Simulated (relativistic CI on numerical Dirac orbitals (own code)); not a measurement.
## Energy levels of Nb²³⁺

These numbers are calculated, not measured: Dirac-Coulomb-Breit CI, KLI orbitals optimised for each configuration, QED by a radiative potential, unscaled Slater integrals (own radial code, finite nucleus).

Configuration list (outside the closed core [Ne]): 3s²3p⁶, 3s²3p⁵3d, 3s3p⁶3d, 3s²3p⁵4s, 3s²3p⁵4p, 3s²3p⁵4d, 3s3p⁶4s, 3p⁶3d4p, 3s²3p⁵4f, 3s3p⁶4p, 3s3p⁶4d, 3s3p⁶4f, 3s²3p⁵5s, 3s²3p⁵5p, 3s²3p⁵5d, 3s²3p⁵5f, 3s²3p⁵5g, 3s3p⁶5s, 3s3p⁶5p, 3s²3p⁵6s, 3s3p⁶5d, 3s²3p⁵6p, 3p⁶3d², 3p⁵3d³, 3p⁵3d²4s, 3p⁵3d²4p, 3p⁵3d²4d, 3p⁶3d4s, 3p⁵3d4s², 3p⁵3d4s4p, 3p⁵3d4s4d. Double excitations out of closed p, d and f shells are left out; levels of such configurations are missing from the list, as are those of other unlisted configurations, and high levels can miss mixing partners. These lack a partner that the ground configuration has and come out too high: 3s²3p⁵4f, 3s²3p⁵5s, 3s²3p⁵5p, 3s²3p⁵5d, 3s²3p⁵5f.

```
No.  Configuration  Term  J   E (Ry)    %  Landé g  Lifetime (s)
  1         3s²3p⁶    ¹S  0   0.0000  100                       
  2       3s²3p⁵3d   ³P°  0   7.8446  100                       
  3       3s²3p⁵3d   ³P°  1   8.0247   91    1.409      1.84e-08
  4       3s²3p⁵3d   ³P°  2   8.3834   64    1.351      6.91e-04
  5       3s²3p⁵3d   ³F°  3   8.3882   70    1.081      1.20e+00
  6       3s²3p⁵3d   ³F°  4   8.4620  100    1.248      1.32e-01
  7       3s²3p⁵3d   ¹D°  2   8.6683   41    0.951      7.56e-04
  8       3s²3p⁵3d   ³D°  3   9.0698   64    1.211      3.81e-04
  9       3s²3p⁵3d   ³D°  1   9.5463   86    0.609      4.34e-11
 10       3s²3p⁵3d   ³F°  2   9.8388   56    0.825      1.55e-05
 11       3s²3p⁵3d   ³D°  2  10.2220   51    1.195      1.54e-05
 12       3s²3p⁵3d   ¹F°  3  10.3440   42    1.117      1.06e-05
 13       3s²3p⁵3d   ¹P°  1  12.0448   94    0.974      1.42e-12
 14        3s3p⁶3d    ³D  1  16.4694  100    0.496      5.37e-12
 15        3s3p⁶3d    ³D  2  16.5625   97    1.159      5.34e-12
 16        3s3p⁶3d    ³D  3  16.7710  100    1.331      5.35e-12
 17        3s3p⁶3d    ¹D  2  17.4388   97    1.002      5.46e-12
 18         3p⁶3d²    ³F  2  33.4948   93    0.687              
 19         3p⁶3d²    ³F  3  33.7243  100    1.081              
 20         3p⁶3d²    ³F  4  33.9345   95    1.235              
 21         3p⁶3d²    ³P  0  34.1248   96                       
 22         3p⁶3d²    ¹D  2  34.1595   54    1.187              
 23         3p⁶3d²    ³P  1  34.2486  100    1.498              
 24         3p⁶3d²    ¹G  4  34.4918   95    1.010              
 25         3p⁶3d²    ³P  2  34.5068   59    1.285              
 26         3p⁶3d²    ¹S  0  35.5742   96                       
 27       3s²3p⁵4s   ³P°  2  39.6679  100    1.498      2.06e-09
 28       3s²3p⁵4s   ¹P°  1  39.8040   60    1.198      9.84e-13
 29         3p⁵3d³   ⁵D°  2  40.9427   46    1.230              
 30         3p⁵3d³   ⁵D°  1  40.9626   66    1.067
```

Energies count from the lowest computed level; ° marks odd parity; lifetimes are radiative, by E1, M1, E2, M2, E3 decay to levels of this space only; some are left blank where a channel outside the calculation adds to the decay or the decay crosses a small, uncertain gap.

The mean weight of the leading LS term, summed over parents, in these 30 levels is 80 %, and that of the leading jj configuration (from the same eigenvectors) 81 %.

At this charge energies of transitions that change n are usually good to better than 1 %, and those within a shell (Δn = 0) to a few per cent.

LS names give the leading component of a level, which can be under half, so a name can repeat, a term be missing and a line seem to break the LS rules.
